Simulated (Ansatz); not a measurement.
Program: Ansatz. Geometries: PBE0-D4/def2-TZVP. ΔE: electronic, gas phase. CBS: MP2 limit from def2 TZ/QZ plus the TZ coupled-cluster correction, frozen cores. This one scheme is used for every species. Functionals use def2-TZVPP.

`B[Si](C)(C)C` + H₂ → `B[SiH](C)C` + CH₄  (hydrogenolysis of the Si–C bond)

```csv
level,ΔE (eV)
PBE0-D4,-0.30
ωB97X-V,-0.32
B2PLYP,-0.37
HF/def2-TZVPP,-0.55
```

(1) What does CCSD(T)/CBS give? (Best estimate.)

Largest T1 diagnostic among the species: 0.010.

Results:

(1) Computed: -0.28 eV. The listed levels differ from it by -0.02, -0.04, -0.09, -0.27 eV.

In def2-TZVPP, CCSD(T) changes the Hartree–Fock value by +0.25 eV (the triples alone add +0.05 eV) and MP2 by +0.31 eV. The D4 term adds +0.12 eV with B3LYP and +0.07 eV with PBE0; it sums over pairs of atoms, weighted by their polarisabilities, and B3LYP, whose exchange is more repulsive, gets the larger term.

B3LYP here is the variant with VWN-RPA as its local correlation; programs differ in this.
